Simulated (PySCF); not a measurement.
TiF₄, SMILES [F][Ti]([F])([F])[F], multiplicity 1. Heavy atoms are numbered as in [Ti:1]([F:2])([F:3])([F:4])[F:5].

Coordinates come from a B3LYP-D3(BJ)/def2-SVP optimisation. The multiplicity is an assumed one; other spin states were not compared. The isomer is the one that the SMILES or the coordinates give; other isomers of the formula were not compared.

These are PBE/pcSseg-1 (PySCF) values and carry that method's errors.

GIAO shieldings, no solvent; atoms alike by connectivity are averaged. δ = σ(ref) − σ: ¹⁹F against CFCl3 (σ = 133.6 ppm), references at their B3LYP-D3(BJ)/def2-TZVP geometries, non-relativistic.

Question: Estimate the chemical shifts. (An estimate is asked for; the answer gives what the named calculation found.)

Answer: 
| nucleus | atoms | count | δ (ppm) |
|---|---|---|---|
| ¹⁹F | F2 | 4 | 343.7 |
